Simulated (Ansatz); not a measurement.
Ansatz (a program for electronic structure) input (B3LYP-D3(BJ)/def2-TZVP):

Ansatz 0.2 input:
```yaml
crystal:
  periodic: [false, false, false]
  atoms:
    - {symbol: Ga, position_ang: [-0.00000000, -0.00000000, -0.87130525]}
    - {symbol: Cl, position_ang: [0.00000000, 0.00000000, 1.58885075]}
basis:
  gaussian:
    orbitals: def2-TZVP
hamiltonian:
  xc: b3lyp
  dispersion: d3bj
total_charge: -1
magnetization: {spin_polarized: true, initial_magnetization: 1}
phonons: {temperatures: {t_min: 298.15, t_max: 298.15, t_step: 100}}
```

Output:

```
Functional definition: B3LYP
integrals: 0.03 GiB planned
573 factors; integrals over basis functions are off by at most 3.9e-4 eV
mean field: 0.37 GiB planned
mean field evaluation 1: about -64901.9968 eV, gradient 2.4e1 eV
mean field evaluation 2: about -64900.9396 eV, gradient 3.2e1 eV
mean field evaluation 4: about -64904.6324 eV, gradient 1.2e0 eV
mean field evaluation 8: about -64904.6507 eV, gradient 2.8e-2 eV
mean field evaluation 16: about -64904.5793 eV, gradient 2.4e0 eV
mean field -64904.65068775 eV, -2385.2019188223 hartree, gradient 8.9e-5 eV, S^2 0.752888; 1 other end points of the search recorded, 0 dependent functions left out
the calculation of the forces begins
reference -64904.65085936 eV, -2385.2019251292 hartree; 25, 24 occupied and 60, 61 virtual orbitals, 573 factors
these checks for a lower state are left out or cut short: stability, starts, cluster_reference, orbital_swaps, neighbouring_geometries, increment
integrals: 0.03 GiB planned
573 factors; integrals over basis functions are off by at most 3.9e-4 eV
mean field: 0.37 GiB planned
mean field evaluation 32: about -64904.6507 eV, gradient 1.7e-6 eV
mean field -64904.65068775 eV, -2385.2019188225 hartree, gradient 1.7e-6 eV, S^2 0.752887; 0 other end points of the search recorded, 0 dependent functions left out
the calculation of the forces begins
reference -64904.65085937 eV, -2385.2019251293 hartree; 25, 24 occupied and 60, 61 virtual orbitals, 573 factors
these checks for a lower state are left out or cut short: stability, starts, cluster_reference, orbital_swaps, neighbouring_geometries, increment
integrals: 0.03 GiB planned
573 factors; integrals over basis functions are off by at most 3.9e-4 eV
mean field: 0.37 GiB planned
mean field -64904.65068775 eV, -2385.2019188225 hartree, gradient 1.7e-6 eV, S^2 0.752887; 0 other end points of the search recorded, 0 dependent functions left out
the calculation of the forces begins
reference -64904.65085937 eV, -2385.2019251293 hartree; 25, 24 occupied and 60, 61 virtual orbitals, 573 factors
these checks for a lower state are left out or cut short: stability, starts, cluster_reference, orbital_swaps, neighbouring_geometries, increment
integrals: 0.03 GiB planned
573 factors; integrals over basis functions are off by at most 3.9e-4 eV
mean field: 0.37 GiB planned
mean field -64904.65068775 eV, -2385.2019188225 hartree, gradient 1.2e-6 eV, S^2 0.752887; 0 other end points of the search recorded, 0 dependent functions left out
the calculation of the forces begins
reference -64904.65085937 eV, -2385.2019251293 hartree; 25, 24 occupied and 60, 61 virtual orbitals, 573 factors
these checks for a lower state are left out or cut short: stability, starts, cluster_reference, orbital_swaps, neighbouring_geometries, increment
integrals: 0.03 GiB planned
573 factors; integrals over basis functions are off by at most 3.9e-4 eV
mean field: 0.37 GiB planned
mean field -64904.65068775 eV, -2385.2019188225 hartree, gradient 1.2e-6 eV, S^2 0.752887; 0 other end points of the search recorded, 0 dependent functions left out
the calculation of the forces begins
reference -64904.65085937 eV, -2385.2019251293 hartree; 25, 24 occupied and 60, 61 virtual orbitals, 573 factors
these checks for a lower state are left out or cut short: stability, starts, cluster_reference, orbital_swaps, neighbouring_geometries, increment
integrals: 0.03 GiB planned
573 factors; integrals over basis functions are off by at most 3.9e-4 eV
mean field: 0.37 GiB planned
mean field -64904.65066552 eV, -2385.2019180057 hartree, gradient 1.1e-6 eV, S^2 0.752890; 0 other end points of the search recorded, 0 dependent functions left out
the calculation of the forces begins
reference -64904.65083710 eV, -2385.2019243111 hartree; 25, 24 occupied and 60, 61 virtual orbitals, 573 factors
these checks for a lower state are left out or cut short: stability, starts, cluster_reference, orbital_swaps, neighbouring_geometries, increment
integrals: 0.03 GiB planned
573 factors; integrals over basis functions are off by at most 3.9e-4 eV
mean field: 0.37 GiB planned
mean field evaluation 64: about -64904.6507 eV, gradient 8.7e-5 eV
mean field -64904.65068335 eV, -2385.2019186609 hartree, gradient 1.1e-6 eV, S^2 0.752885; 0 other end points of the search recorded, 0 dependent functions left out
the calculation of the forces begins
reference -64904.65085501 eV, -2385.2019249692 hartree; 25, 24 occupied and 60, 61 virtual orbitals, 573 factors
these checks for a lower state are left out or cut short: stability, starts, cluster_reference, orbital_swaps, neighbouring_geometries, increment
integrals: 0.03 GiB planned
573 factors; integrals over basis functions are off by at most 3.9e-4 eV
mean field: 0.37 GiB planned
mean field -64904.65068775 eV, -2385.2019188225 hartree, gradient 1.7e-6 eV, S^2 0.752887; 0 other end points of the search recorded, 0 dependent functions left out
the calculation of the forces begins
reference -64904.65085937 eV, -2385.2019251293 hartree; 25, 24 occupied and 60, 61 virtual orbitals, 573 factors
these checks for a lower state are left out or cut short: stability, starts, cluster_reference, orbital_swaps, neighbouring_geometries, increment
integrals: 0.03 GiB planned
573 factors; integrals over basis functions are off by at most 3.9e-4 eV
mean field: 0.37 GiB planned
mean field -64904.65068775 eV, -2385.2019188225 hartree, gradient 1.7e-6 eV, S^2 0.752887; 0 other end points of the search recorded, 0 dependent functions left out
the calculation of the forces begins
reference -64904.65085937 eV, -2385.2019251293 hartree; 25, 24 occupied and 60, 61 virtual orbitals, 573 factors
these checks for a lower state are left out or cut short: stability, starts, cluster_reference, orbital_swaps, neighbouring_geometries, increment
integrals: 0.03 GiB planned
573 factors; integrals over basis functions are off by at most 3.9e-4 eV
mean field: 0.37 GiB planned
mean field -64904.65068775 eV, -2385.2019188225 hartree, gradient 1.2e-6 eV, S^2 0.752887; 0 other end points of the search recorded, 0 dependent functions left out
the calculation of the forces begins
reference -64904.65085937 eV, -2385.2019251293 hartree; 25, 24 occupied and 60, 61 virtual orbitals, 573 factors
these checks for a lower state are left out or cut short: stability, starts, cluster_reference, orbital_swaps, neighbouring_geometries, increment
integrals: 0.03 GiB planned
573 factors; integrals over basis functions are off by at most 3.9e-4 eV
mean field: 0.37 GiB planned
mean field -64904.65068775 eV, -2385.2019188225 hartree, gradient 1.2e-6 eV, S^2 0.752887; 0 other end points of the search recorded, 0 dependent functions left out
the calculation of the forces begins
reference -64904.65085937 eV, -2385.2019251293 hartree; 25, 24 occupied and 60, 61 virtual orbitals, 573 factors
these checks for a lower state are left out or cut short: stability, starts, cluster_reference, orbital_swaps, neighbouring_geometries, increment
integrals: 0.03 GiB planned
573 factors; integrals over basis functions are off by at most 3.9e-4 eV
mean field: 0.37 GiB planned
mean field evaluation 96: about -64904.6391 eV, gradient 1.0e-1 eV
mean field -64904.65068335 eV, -2385.2019186609 hartree, gradient 1.1e-6 eV, S^2 0.752885; 0 other end points of the search recorded, 0 dependent functions left out
the calculation of the forces begins
reference -64904.65085501 eV, -2385.2019249692 hartree; 25, 24 occupied and 60, 61 virtual orbitals, 573 factors
these checks for a lower state are left out or cut short: stability, starts, cluster_reference, orbital_swaps, neighbouring_geometries, increment
integrals: 0.03 GiB planned
573 factors; integrals over basis functions are off by at most 3.9e-4 eV
mean field: 0.37 GiB planned
mean field -64904.65066552 eV, -2385.2019180057 hartree, gradient 1.1e-6 eV, S^2 0.752890; 0 other end points of the search recorded, 0 dependent functions left out
the calculation of the forces begins
reference -64904.65083710 eV, -2385.2019243111 hartree; 25, 24 occupied and 60, 61 virtual orbitals, 573 factors
Total energy: -64904.72514818 eV, -2385.2046551929 hartree
Atom 0 at    -0.000000    -0.000000    -0.871305 Å, force    -0.000000     0.000000    -0.000011 eV/Å
Atom 1 at     0.000000     0.000000     1.588851 Å, force     0.000000    -0.000000     0.000011 eV/Å
Dipole moment:     0.000000    -0.000000    -0.241961 e Å
Vibrations: 222.30 cm⁻¹, zero-point energy 0.013781 eV
```
